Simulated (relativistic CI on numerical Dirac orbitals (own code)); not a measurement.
Slater and spin-orbit integrals, Mn⁺

Method of calculation: Dirac-Coulomb-Breit CI, separate exchange-only KLI orbitals for each configuration, model QED (radiative potential, 1s self-energy scaled to tabulated hydrogen-like ionisation energies), valence Slater integrals scaled by 0.85, P86 correlation energy added to each configuration (own radial code, finite nucleus).

Slater integrals F^k, G^k are unscaled and averaged over j, outside the closed core [Ar]; ζ comes from projecting the Hamiltonian with its Breit term on Σ l·s of the shell.

- 3d5 4s: F^2(3d,3d) = 79578, F^4(3d,3d) = 49272, ζ(3d) = 296.62, G^2(3d,4s) = 11773 cm⁻¹; <r>(3d) = 1.173, <r^2>(3d) = 1.801, <r>(4s) = 2.835, <r^2>(4s) = 9.218 (bohr units).
- 3d6: F^2(3d,3d) = 72624, F^4(3d,3d) = 44696, ζ(3d) = 252.78 cm⁻¹; <r>(3d) = 1.268, <r^2>(3d) = 2.141 (bohr units).
- 3d5 4p: F^2(3d,3d) = 80728, F^4(3d,3d) = 50044, ζ(3d) = 301.98, F^2(3d,4p) = 15182, G^1(3d,4p) = 6800.1, G^3(3d,4p) = 5435.4, ζ(4p) = 279.71 cm⁻¹; <r>(3d) = 1.158, <r^2>(3d) = 1.743, <r>(4p) = 3.606, <r^2>(4p) = 14.98 (bohr units).

Q: Give the Racah parameters of the d shell in 3d5 4s.

A: B = F²/49 − 5F⁴/441 = 1065 cm⁻¹ and C = 35F⁴/441 = 3910 cm⁻¹; values fitted to spectra at such low charge are typically 15 to 30 % smaller.

In this model ζ of a weakly bound d, f or g electron outside closed shells comes out too small, for d by up to a factor of two or three and at times with the wrong sign; that of an outer p electron is too small as well.

For a near-neutral ion this model can misplace configurations by up to about 10,000 cm⁻¹ (more where the count of f electrons changes) and terms by 10 to 25 % of their spread. Rates follow the energies as ν³ (E1, M1) or ν⁵ (E2), so they and the lifetimes can be off by large factors. The fine structure of a lone outer electron comes out too small, for d and f at times inverted, and misplaced configurations move strength between like terms. 17 of the 17 excited levels that our extract of the measured tables holds in this range could be paired (the sources list more); they are missed by 2088 cm⁻¹ on average and 5057 at most, and levels without a partner can miss by more.

Averages of the first 10 configurations, taken without configuration mixing, which lowers the lowest level and can move excited configurations by several eV; other configurations of the list can lie among them:

| Configuration | Parity | States | Average energy above the lowest level (eV) |
| --- | --- | --- | --- |
| 3d5 4s | even | 504 | 6.0 |
| 3d6 | even | 210 | 5.5 |
| 3d5 4p | odd | 1512 | 10.4 |
| 3d4 4s2 | even | 210 | 10.7 |
| 3d5 4d | even | 2520 | 15.1 |
| 3d5 4f | odd | 3528 | 17.5 |
| 3d5 5s | even | 504 | 14.5 |
| 3d4 4s 4p | odd | 2520 | 14.9 |
| 3d5 5p | odd | 1512 | 15.8 |
| 3d3 4s 4p2 | even | 3600 | 29.9 |
